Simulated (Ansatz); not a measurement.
Ansatz (an electronic-structure program) input for 3-fluoro-2-(4-fluorothiophen-2-yl)thiophene (C8H4F2S2), SMILES c1c(F)c(-c2scc(c2)F)sc1, B3LYP-D3(BJ)/def2-SVP. 

Ansatz 0.2 input:
```yaml
crystal:
  periodic: [false, false, false]
  atoms:
    - {symbol: F, position_ang: [-3.62176185, 0.96090363, 1.44081027]}
    - {symbol: C, position_ang: [-2.65768441, 0.50527463, 0.62883641]}
    - {symbol: C, position_ang: [-2.91737112, -0.04232556, -0.58966981]}
    - {symbol: S, position_ang: [-1.46392335, -0.51826271, -1.36291299]}
    - {symbol: C, position_ang: [-0.50470197, 0.03226767, -0.01733568]}
    - {symbol: C, position_ang: [0.92055440, -0.09054448, -0.03686066]}
    - {symbol: S, position_ang: [1.77086109, -0.77892353, -1.38577035]}
    - {symbol: C, position_ang: [3.29101425, -0.54859314, -0.62152433]}
    - {symbol: C, position_ang: [3.17411064, 0.02486576, 0.60433416]}
    - {symbol: C, position_ang: [1.82903278, 0.28122720, 0.92782391]}
    - {symbol: F, position_ang: [1.47371726, 0.84555514, 2.09226692]}
    - {symbol: C, position_ang: [-1.29461137, 0.55711615, 0.97331387]}
    - {symbol: H, position_ang: [-3.86662616, -0.18713490, -1.06313439]}
    - {symbol: H, position_ang: [4.18515573, -0.85225127, -1.12695732]}
    - {symbol: H, position_ang: [3.99275075, 0.26035473, 1.25824139]}
    - {symbol: H, position_ang: [-0.93194180, 0.96015337, 1.89958205]}
basis:
  gaussian:
    orbitals: def2-SVP
hamiltonian:
  xc: b3lyp
  dispersion: d3bj
relax: {f_tol: 0.002, max_steps: 200}
```

Output:

```
Functional definition: B3LYP
integrals: 0.29 GiB planned
2193 factors; integrals over basis functions are off by at most 3.3e-4 eV
mean field: 1.42 GiB planned
mean field evaluation 1: about -35431.7608 eV, gradient 7.9e1 eV
mean field evaluation 2: about -35409.1357 eV, gradient 1.2e2 eV
mean field evaluation 4: about -35447.4359 eV, gradient 1.3e1 eV
mean field evaluation 8: about -35447.9738 eV, gradient 4.0e-1 eV
mean field evaluation 16: about -35447.9742 eV, gradient 1.7e-4 eV
mean field -35447.97419917 eV, -1302.6890243195 hartree, gradient 1.9e-5 eV, S^2 0.000000; 0 other end points of the search recorded, 0 dependent functions left out
the calculation of the forces begins
reference -35447.97447610 eV, -1302.6890344965 hartree; 51, 51 occupied and 145, 145 virtual orbitals, 2193 factors
relax step   1: F+E_penalty+E_count = -35449.03580968 eV  Δ(F+E_penalty+E_count) = +0.000e0 eV  max|allowed force component| = 6.526e-1 eV/Å  Δτ_max = 0.0000 Å  (31 SCF iters, accepted)
these checks for a lower state are left out or cut short: starts, cluster_reference, orbital_swaps, neighbouring_geometries, increment
integrals: 0.29 GiB planned
2193 factors; integrals over basis functions are off by at most 3.2e-4 eV
mean field: 1.42 GiB planned
mean field -35448.03419131 eV, -1302.6912289900 hartree, gradient 1.1e-5 eV, S^2 0.000000; 0 other end points of the search recorded, 0 dependent functions left out
the calculation of the forces begins
reference -35448.03447090 eV, -1302.6912392648 hartree; 51, 51 occupied and 145, 145 virtual orbitals, 2193 factors
relax step   2: F+E_penalty+E_count = -35449.09203935 eV  Δ(F+E_penalty+E_count) = -5.623e-2 eV  max|allowed force component| = 2.530e-1 eV/Å  Δτ_max = 0.0460 Å  (35 SCF iters, accepted)
these checks for a lower state are left out or cut short: starts, cluster_reference, orbital_swaps, neighbouring_geometries, increment
integrals: 0.29 GiB planned
2193 factors; integrals over basis functions are off by at most 3.2e-4 eV
mean field: 1.42 GiB planned
mean field evaluation 32: about -35448.0405 eV, gradient 1.1e-5 eV
mean field -35448.04050982 eV, -1302.6914611911 hartree, gradient 1.1e-5 eV, S^2 0.000000; 0 other end points of the search recorded, 0 dependent functions left out
the calculation of the forces begins
reference -35448.04079021 eV, -1302.6914714954 hartree; 51, 51 occupied and 145, 145 virtual orbitals, 2193 factors
relax step   3: F+E_penalty+E_count = -35449.09794583 eV  Δ(F+E_penalty+E_count) = -5.906e-3 eV  max|allowed force component| = 6.383e-2 eV/Å  Δτ_max = 0.0160 Å  (34 SCF iters, accepted)
these checks for a lower state are left out or cut short: starts, cluster_reference, orbital_swaps, neighbouring_geometries, increment
integrals: 0.29 GiB planned
2193 factors; integrals over basis functions are off by at most 3.2e-4 eV
mean field: 1.42 GiB planned
mean field -35448.04074875 eV, -1302.6914699715 hartree, gradient 2.5e-5 eV, S^2 0.000000; 0 other end points of the search recorded, 0 dependent functions left out
the calculation of the forces begins
reference -35448.04102921 eV, -1302.6914802782 hartree; 51, 51 occupied and 145, 145 virtual orbitals, 2193 factors
relax step   4: F+E_penalty+E_count = -35449.09815917 eV  Δ(F+E_penalty+E_count) = -2.133e-4 eV  max|allowed force component| = 2.229e-2 eV/Å  Δτ_max = 0.0047 Å  (26 SCF iters, accepted)
these checks for a lower state are left out or cut short: starts, cluster_reference, orbital_swaps, neighbouring_geometries, increment
integrals: 0.29 GiB planned
2193 factors; integrals over basis functions are off by at most 3.2e-4 eV
mean field: 1.42 GiB planned
mean field -35448.04076411 eV, -1302.6914705361 hartree, gradient 2.1e-5 eV, S^2 0.000000; 0 other end points of the search recorded, 0 dependent functions left out
the calculation of the forces begins
reference -35448.04104457 eV, -1302.6914808426 hartree; 51, 51 occupied and 145, 145 virtual orbitals, 2193 factors
relax step   5: F+E_penalty+E_count = -35449.09821860 eV  Δ(F+E_penalty+E_count) = -5.943e-5 eV  max|allowed force component| = 3.019e-3 eV/Å  Δτ_max = 0.0030 Å  (25 SCF iters, accepted)
these checks for a lower state are left out or cut short: starts, cluster_reference, orbital_swaps, neighbouring_geometries, increment
integrals: 0.29 GiB planned
2193 factors; integrals over basis functions are off by at most 3.2e-4 eV
mean field: 1.42 GiB planned
mean field -35448.04075489 eV, -1302.6914701972 hartree, gradient 2.4e-5 eV, S^2 0.000000; 0 other end points of the search recorded, 0 dependent functions left out
the calculation of the forces begins
reference -35448.04103534 eV, -1302.6914805036 hartree; 51, 51 occupied and 145, 145 virtual orbitals, 2193 factors
relax step   6: F+E_penalty+E_count = -35449.09821986 eV  Δ(F+E_penalty+E_count) = -1.261e-6 eV  max|allowed force component| = 2.078e-3 eV/Å  Δτ_max = 0.0006 Å  (21 SCF iters, accepted)
these checks for a lower state are left out or cut short: starts, cluster_reference, orbital_swaps, neighbouring_geometries, increment
integrals: 0.29 GiB planned
2193 factors; integrals over basis functions are off by at most 3.2e-4 eV
mean field: 1.42 GiB planned
mean field -35448.04076069 eV, -1302.6914704103 hartree, gradient 1.4e-5 eV, S^2 0.000000; 0 other end points of the search recorded, 0 dependent functions left out
the calculation of the forces begins
reference -35448.04104114 eV, -1302.6914807167 hartree; 51, 51 occupied and 145, 145 virtual orbitals, 2193 factors
relax step   7: F+E_penalty+E_count = -35449.09822007 eV  Δ(F+E_penalty+E_count) = -2.151e-7 eV  max|allowed force component| = 4.061e-4 eV/Å  Δτ_max = 0.0003 Å  (21 SCF iters, accepted)
integrals: 0.29 GiB planned
2193 factors; integrals over basis functions are off by at most 3.2e-4 eV
mean field: 1.42 GiB planned
mean field evaluation 64: about -35448.0407 eV, gradient 8.1e-2 eV
mean field -35448.04076069 eV, -1302.6914704103 hartree, gradient 1.4e-5 eV, S^2 0.000000; 1 other end points of the search recorded, 0 dependent functions left out
the calculation of the forces begins
reference -35448.04104114 eV, -1302.6914807167 hartree; 51, 51 occupied and 145, 145 virtual orbitals, 2193 factors
Total energy: -35449.09850052 eV, -1302.7303416323 hartree
Atom 0 at    -3.627952     0.968894     1.459245 Å, force     0.000004     0.000181    -0.000049 eV/Å
Atom 1 at    -2.684596     0.509719     0.634537 Å, force    -0.000250    -0.000406    -0.000012 eV/Å
Atom 2 at    -2.959070    -0.038917    -0.590643 Å, force     0.000218     0.000160     0.000079 eV/Å
Atom 3 at    -1.492730    -0.520866    -1.374273 Å, force    -0.000077     0.000097     0.000021 eV/Å
Atom 4 at    -0.514129     0.027630    -0.029527 Å, force     0.000166     0.000186    -0.000018 eV/Å
Atom 5 at     0.927692    -0.097976    -0.052510 Å, force    -0.000047    -0.000087     0.000152 eV/Å
Atom 6 at     1.803310    -0.788998    -1.401107 Å, force     0.000150    -0.000013     0.000099 eV/Å
Atom 7 at     3.329782    -0.552073    -0.621582 Å, force    -0.000084    -0.000179    -0.000161 eV/Å
Atom 8 at     3.196137     0.027683     0.613669 Å, force     0.000314     0.000085    -0.000008 eV/Å
Atom 9 at     1.833045     0.278838     0.922335 Å, force    -0.000389     0.000153    -0.000196 eV/Å
Atom 10 at     1.462336     0.840828     2.077878 Å, force     0.000086    -0.000165     0.000105 eV/Å
Atom 11 at    -1.305747     0.557446     0.972919 Å, force     0.000194     0.000029     0.000116 eV/Å
Atom 12 at    -3.930136    -0.179411    -1.058668 Å, force    -0.000112    -0.000089    -0.000083 eV/Å
Atom 13 at     4.245626    -0.856857    -1.124285 Å, force    -0.000027    -0.000031    -0.000021 eV/Å
Atom 14 at     4.018021     0.271721     1.286112 Å, force    -0.000153     0.000101     0.000044 eV/Å
Atom 15 at    -0.923015     0.962021     1.906944 Å, force     0.000006    -0.000020    -0.000070 eV/Å
Dipole moment:     0.395451    -0.140108    -0.234755 e Å
```

The calculation finished and met its thresholds.

Cost: very roughly 3 core-minutes.
